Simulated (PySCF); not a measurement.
C2H5BO2, singlet, at a GFN2-xTB geometry; CASSCF(2,3)/STO-3G (PySCF).

Here is a job for PySCF.
```python
from pyscf import gto, scf, mcscf
import numpy

mol = gto.Mole()
mol.atom = '''
    B     0.227856    0.406965    0.204603
    C    -0.660889   -0.356231   -0.847648
    C    -0.907460   -1.658985   -0.803065
    H    -1.098593    0.218804   -1.659181
    H    -1.519571   -2.165784   -1.533600
    H    -0.493472   -2.266427   -0.015898
    O     0.786641   -0.276946    1.225144
    H     1.308422    0.271886    1.811840
    O     0.465272    1.750289    0.134240
    H     0.058724    2.211251   -0.596967
'''
mol.basis = 'sto-3g'
mol.charge = 0
mol.spin = 0
mol.verbose = 4
mol.build()

mf = scf.RHF(mol)
mf.kernel()
mc = mcscf.CASSCF(mf, 3, 2)
mc.fix_spin_(ss=0.0)
mc.kernel()
occ = numpy.linalg.eigvalsh(mc.fcisolver.make_rdm1(mc.ci, mc.ncas, mc.nelecas))[::-1]
ss = mc.fcisolver.spin_square(mc.ci, mc.ncas, mc.nelecas)[0]
print('natural occupations', occ.round(4), ' <S^2>', round(ss, 4))
```

Question: Predict the main parts of the log of this PySCF run.

Answer: 
```
PySCF version 2.14.0

[INPUT] verbose = 4
[INPUT] num. atoms = 10
[INPUT] num. electrons = 38
[INPUT] charge = 0
[INPUT] spin (= nelec alpha-beta = 2S) = 0
[INPUT] symmetry False subgroup None
[INPUT] Mole.unit = angstrom
[INPUT] Symbol           X                Y                Z      unit          X                Y                Z       unit  Magmom
[INPUT]  1 B      0.227856000000   0.406965000000   0.204603000000 AA    0.430585435839   0.769052392284   0.386643634264 Bohr   0.0
[INPUT]  2 C     -0.660889000000  -0.356231000000  -0.847648000000 AA   -1.248899208738  -0.673179027080  -1.601822570035 Bohr   0.0
[INPUT]  3 C     -0.907460000000  -1.658985000000  -0.803065000000 AA   -1.714850868998  -3.135027294762  -1.517572910224 Bohr   0.0
[INPUT]  4 H     -1.098593000000   0.218804000000  -1.659181000000 AA   -2.076039892364   0.413479634959  -3.135397681082 Bohr   0.0
[INPUT]  5 H     -1.519571000000  -2.165784000000  -1.533600000000 AA   -2.871573016831  -4.092738604965  -2.898083984633 Bohr   0.0
[INPUT]  6 H     -0.493472000000  -2.266427000000  -0.015898000000 AA   -0.932526930141  -4.282926311320  -0.030042865928 Bohr   0.0
[INPUT]  7 O      0.786641000000  -0.276946000000   1.225144000000 AA    1.486536048354  -0.523352091294   2.315186623154 Bohr   0.0
[INPUT]  8 H      1.308422000000   0.271886000000   1.811840000000 AA    2.472559235356   0.513790077103   3.423881381532 Bohr   0.0
[INPUT]  9 O      0.465272000000   1.750289000000   0.134240000000 AA    0.879236653429   3.307566848839   0.253676834962 Bohr   0.0
[INPUT] 10 H      0.058724000000   2.211251000000  -0.596967000000 AA    0.110972276939   4.178658782671  -1.128104135403 Bohr   0.0

nuclear repulsion = 154.990136991675
number of shells = 20
number of NR pGTOs = 90
number of NR cGTOs = 30
basis = sto-3g
ecp = {}

******** <class 'pyscf.scf.hf.RHF'> ********
method = RHF
initial guess = minao
damping factor = 0
level_shift factor = 0
DIIS = <class 'pyscf.scf.diis.CDIIS'>
diis_start_cycle = 1
diis_space = 8
diis_damp = 0
SCF conv_tol = 1e-09
SCF conv_tol_grad = None
SCF max_cycles = 50
direct_scf = True
direct_scf_tol = 1e-13
Set gradient conv threshold to 3.16228e-05
Initial guess from minao.
init E= -250.777791501644
  HOMO = -0.254660610082417  LUMO = 0.098444460659728  gap/eV = 9.60848
cycle= 1 E= -249.730909766923  delta_E= 1.05  |g|= 0.546  |ddm|= 3.91
  HOMO = -0.263580696766929  LUMO = 0.266583760964111  gap/eV = 14.42651
cycle= 2 E= -249.832904592342  delta_E= -0.102  |g|= 0.141  |ddm|= 0.873
  HOMO = -0.307661879903183  LUMO = 0.274629836310608  gap/eV = 15.84496
cycle= 3 E= -249.839113389857  delta_E= -0.00621  |g|= 0.0286  |ddm|= 0.192
  HOMO = -0.314857567853843  LUMO = 0.267477591882401  gap/eV = 15.84615
cycle= 4 E= -249.839454431666  delta_E= -0.000341  |g|= 0.00541  |ddm|= 0.0559
  HOMO = -0.314355510882798  LUMO = 0.268153595081665  gap/eV = 15.85088
cycle= 5 E= -249.839465678923  delta_E= -1.12e-05  |g|= 0.00202  |ddm|= 0.00882
  HOMO = -0.31414184921509  LUMO = 0.268476432045  gap/eV = 15.85385
cycle= 6 E= -249.839466991043  delta_E= -1.31e-06  |g|= 0.000492  |ddm|= 0.00267
  HOMO = -0.314175589506407  LUMO = 0.268455656979913  gap/eV = 15.85420
cycle= 7 E= -249.839467151269  delta_E= -1.6e-07  |g|= 9.55e-05  |ddm|= 0.0013
  HOMO = -0.314189906575299  LUMO = 0.26844170564946  gap/eV = 15.85421
cycle= 8 E= -249.839467156329  delta_E= -5.06e-09  |g|= 2.33e-05  |ddm|= 0.000225
  HOMO = -0.314184326103743  LUMO = 0.268444196038255  gap/eV = 15.85413
cycle= 9 E= -249.839467156633  delta_E= -3.03e-10  |g|= 6.41e-06  |ddm|= 4.97e-05
  HOMO = -0.314183466350427  LUMO = 0.268444560689715  gap/eV = 15.85412
Extra cycle  E= -249.839467156654  delta_E= -2.19e-11  |g|= 2.47e-06  |ddm|= 1.05e-05
converged SCF energy = -249.839467156654

******** <class 'pyscf.mcscf.mc1step.CASSCF'> ********
CAS (1e+1e, 3o), ncore = 18, nvir = 9
max_cycle_macro = 50
max_cycle_micro = 4
conv_tol = 1e-07
conv_tol_grad = None
orbital rotation max_stepsize = 0.02
orbital rotation threshold for CI restart = 0.01
augmented hessian ah_max_cycle = 30
augmented hessian ah_conv_tol = 1e-12
augmented hessian ah_linear dependence = 1e-14
augmented hessian ah_level shift = 1e-08
augmented hessian ah_start_tol = 2.5
augmented hessian ah_start_cycle = 3
augmented hessian ah_grad_trust_region = 3
kf_trust_region = 3
kf_interval = 4
ci_response_space = 4
ci_grad_trust_region = 3
with_dep4 0
natorb = False
canonicalization = True
sorting_mo_energy = False
ao2mo_level = 2
internal_rotation = False
******** <class 'pyscf.fci.addons.SpinPenaltyFCISolver'> ********
max. cycles = 50
conv_tol = 1e-08
davidson only = True
linear dependence = 1e-12
level shift = 0.001
max iter space = 12
nroots = 1
pspace_size = 400
spin = None
CASCI E = -249.878035534281  S^2 = 0.0000000
Set conv_tol_grad to 0.000316228
macro iter   1 ( 15 JK    4 micro), CASSCF E = -249.880845766727  dE = -2.81023245e-03  S^2 = 0.0000000
               |grad[o]|=0.0192  |grad[c]|=0.00559  |ddm|=0.00945  |maxRot[o]|=0.125
macro iter   2 (  7 JK    2 micro), CASSCF E = -249.881012020393  dE = -1.66253666e-04  S^2 = 0.0000000
               |grad[o]|=0.00432  |grad[c]|=0.000608  |ddm|=0.000445  |maxRot[o]|=0.036
macro iter   3 (  3 JK    1 micro), CASSCF E = -249.881012624828  dE = -6.04434376e-07  S^2 = 0.0000000
               |grad[o]|=0.000267  |grad[c]|=3.13e-05  |ddm|=5.78e-05  |maxRot[o]|=0.00194
macro iter   4 (  1 JK    1 micro), CASSCF E = -249.881012624839  dE = -1.14255272e-11  S^2 = 0.0000000
               |grad[o]|=2.28e-05  |grad[c]|=3.16e-06  |ddm|=4.49e-06  |maxRot[o]|=    0
1-step CASSCF converged in   4 macro ( 26 JK   8 micro) steps
CASSCF canonicalization
Density matrix diagonal elements [1.88224476 0.08640025 0.03135499]
CASSCF energy = -249.881012624839
CASCI E = -249.881012624839  E(CI) = -1.17513050124205  S^2 = 0.0000000
natural occupations [1.8825e+00 1.1740e-01 1.0000e-04]  <S^2> 0.0
```
